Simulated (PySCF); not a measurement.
# Energy of Se⁺ (selenium, charge +1) between two integer charges

The 4p alpha orbital of [Ar] 3d10 4s2 4p3 is emptied in steps (occupation f), with all orbitals relaxed, ending at [Ar] 3d10 4s2 4p2. Computed with PySCF 2.14 in aug-cc-pVTZ-PP with ECP10MDF, with a scalar-relativistic core potential. The exact energy is a straight line in f; departures are measured from the line between the end points of the same method.

Q: Among UHF, LDA, PBE, PBE0, r2SCAN, LC-wPBE, BHandHLYP, wB97X, B3LYP, M06-2X, which shows the largest delocalisation error (convex curve), and which is closest to linear?

A: Most convex: LDA (-1.263 eV at f = 0.5); closest to linear: UHF (0.140 eV).

```csv
f,UHF (eV),LDA (eV),PBE (eV),PBE0 (eV),r2SCAN (eV),LC-wPBE (eV),BHandHLYP (eV),wB97X (eV),B3LYP (eV),M06-2X (eV)
1,0.000,0.000,0.000,0.000,0.000,0.000,0.000,0.000,0.000,0.000
0.75,0.107,-0.944,-0.917,-0.663,-0.867,-0.132,-0.425,-0.188,-0.731,-0.431
0.5,0.140,-1.263,-1.223,-0.881,-1.144,-0.172,-0.567,-0.252,-0.975,-0.541
0.25,0.103,-0.950,-0.915,-0.658,-0.846,-0.125,-0.425,-0.191,-0.731,-0.379
0,0.000,0.000,0.000,0.000,0.000,0.000,0.000,0.000,0.000,0.000
```

```
   method  E(f=0) − E(f=1) (eV)  −ε at f=1 (eV)  −ε at f=0.5 (eV)
      UHF                20.842          21.425            20.831
      LDA                21.392          16.382            21.376
      PBE                21.239          16.356            21.243
     PBE0                21.349          17.809            21.363
   r2SCAN                21.547          16.889            21.608
  LC-wPBE                21.383          20.665            21.402
BHandHLYP                21.179          18.915            21.180
    wB97X                21.084          20.079            21.078
    B3LYP                21.237          17.348            21.237
   M06-2X                21.153          18.809            21.326
```

Reference removal energy between the ground levels: 21.196 ± 0.01 eV (measured; NIST Atomic Spectra Database, ionization energies). The calculation has no spin-orbit coupling. UHF lacks correlation.
